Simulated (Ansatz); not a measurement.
Two isomers of CH7FSi2: A = `C[SiH](F)[SiH3]`, B = `F[SiH2]C[SiH3]`.

Calculated with Ansatz (gas phase, PBE0-D4/def2-TZVP geometries, no zero-point term in ΔE). CBS: MP2 limit from def2 TZ/QZ plus the TZ coupled-cluster correction, frozen cores. Functionals use def2-TZVPP. B3LYP here is the variant with VWN-RPA as its local correlation; programs differ in this. One conformer a species, not always the lowest.

Q: Which is lower in electronic energy at CCSD(T)/CBS, and by how much? (Best estimate.)

A: Computed: B, by 10.1 kJ/mol.

Q: Give E(B) − E(A) in kJ/mol with r2SCAN-D4, MP2/def2-TZVPP, PBE0-D4, CCSD(T)/def2-TZVPP, ωB97M-V, B3LYP, B2PLYP. (An estimate is asked.)

A: The calculation gave: r2SCAN-D4 -3.4, MP2/def2-TZVPP -17.8, PBE0-D4 0.4, CCSD(T)/def2-TZVPP -10.7, ωB97M-V -12.9, B3LYP -3.2, B2PLYP -8.9. None reverses the order clearly.

Largest T1 diagnostic: 0.012.

From PBE to PBE0 (25 % exact exchange), in def2-TZVPP and without D4, E(B) − E(A) moves by −5.3 kJ/mol.
